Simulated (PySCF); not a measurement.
Sb¹⁸⁺: ionisation energy

Sb¹⁸⁺ [Ar] 3d10 4s2 4p3 (4S) → Sb¹⁹⁺ [Ar] 3d10 4s2 4p2 (3P), as a difference of total energies. Computed with PySCF 2.14 in an uncontracted even-tempered set (20 s from 0.95 bohr⁻², ratio 2.5; 14 p from 1.2 bohr⁻², ratio 2.5; 9 d from 2.2 bohr⁻², ratio 2.5; 5 f from 7.8 bohr⁻², ratio 2.7; 4 g from 12 bohr⁻², ratio 2.7), with the spin-free X2C one-electron Hamiltonian (Gaussian nucleus). Correlated levels: outer shells: [Ne] frozen; virtual orbitals above 40 to 60 times the deepest correlated orbital energy dropped. The calculations carry no spin-orbit coupling.

```json
{"method": "UHF", "ionisation energy (eV)": "517.13"}
{"method": "LDA", "ionisation energy (eV)": "518.21"}
{"method": "PBE", "ionisation energy (eV)": "517.92"}
{"method": "PBE0", "ionisation energy (eV)": "518.07"}
{"method": "r2SCAN", "ionisation energy (eV)": "518.48"}
{"method": "MP2 (outer shells)", "ionisation energy (eV)": "518.21"}
{"method": "SCS-MP2 (outer shells)", "ionisation energy (eV)": "517.90"}
```

Task: How much does correlation contribute at MP2 (outer shells)?

Result: 518.21 − (517.13) = 1.08 eV, measured against UHF.

Spin-orbit coupling is strong in these open shells (close to jj coupling). The scalar numbers leave it out and a first-order estimate fails, so it can dominate the gap to the real levels.

Breit and QED terms and the two-electron picture change are absent.

For comparison: 510 ± 3 eV (theoretical estimate listed by NIST; NIST Atomic Spectra Database, ionization energies).
